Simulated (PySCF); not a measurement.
# CoNCl2, quintet: structure and spectrum

Method: UPBE0/[Co def2-TZVP, N def2-TZVP, Cl def2-TZVP], no relativity, density fitting, PySCF.

The structure is a minimum.

- Point group: Cs
- Bond lengths: Co–Cl 2.097 Å (×2), Co–N 1.769 Å
- Bond angles: Cl–Co–Cl 162.5°, Cl–Co–N 98.6° (×2)
- Rotational symmetry number: 1
- Highest occupied level (β): -8.53 eV
- Atomisation energy without zero-point energy: 784 kJ/mol
- Heat capacity Cp at 298.15 K: 74.1 J/(mol K)
- Zero-point energy: 10.5 kJ/mol
- Lowest empty level (α): -4.97 eV
- Entropy at 298.15 K and 1 bar (electronic part: spin only): 346.6 J/(mol K)
- Spin squared ⟨S²⟩: 6.113
- Rotational constants: 0.3323, 0.05609, 0.04802 cm⁻¹
- Principal quadrupole moments (Buckingham, traceless) about the centre of mass: -6.25, 0.96, 5.29 D Å
- Principal polarisabilities: 34.0, 57.9, 95.8 bohr³
- Enthalpy at 298.15 K above 0 K: 17.46 kJ/mol
- Dipole moment: 0.59 D

Harmonic modes (masses in u: Co 58.933, N 14.003, Cl 34.969):
| symmetry | ω (cm⁻¹) | IR (km/mol) | μ (u) |
| --- | --- | --- | --- |
| a' | 85 | 13.1 | 40.54 |
| a' | 130 | 7.1 | 37.10 |
| a'' | 143 | 3.2 | 16.26 |
| a' | 357 | 4.5 | 34.58 |
| a'' | 497 | 126 | 44.90 |
| a' | 543 | 7.1 | 16.32 |

Charges (e):
```csv
atom,Mulliken,Löwdin,polar tensor,spin (Mulliken),Mayer order to Co1
Co1,0.64,-0.26,0.94,2.19,–
N2,-0.07,0.03,0.12,1.59,1.19
"Cl3,4",-0.28,0.11,-0.53,0.11,1.05
```

Mulliken populations on Co1: s 6.51, p 12.45, d 7.41, f 0.00.

Outer orbital energies (eV). α occupied: -11.01, -10.64, -10.36, -9.84, -9.44, -9.38, -9.19, -9.02; empty: -4.97, -0.49, 1.24, 2.66. β occupied: -11.56, -10.58, -10.50, -10.40, -10.07, -9.75, -9.53, -8.53; empty: -4.95, -4.52, -3.45, -3.37.

Formally Co is in oxidation state +5, d4, with 4 unpaired electrons (the high-spin count). The Mulliken spin on Co is 2.19. The polar-tensor charge on Co, 0.94, is far below the formal one.

Other isomers or separated fragments may lie lower. Open d and f shells are described by one determinant, and the ground state may have another occupation or spin. At this level a triplet minimum of C2v symmetry lies 45 kJ/mol below this structure.

The final relaxation and frequency run took 3.8 min on 4 threads of a shared Arm Neoverse V2 host, with 150 basis functions and 22 gradients; the process peaked at 1.5 GiB. Launch command: `OMP_NUM_THREADS=4 python axn.py task.json out`.
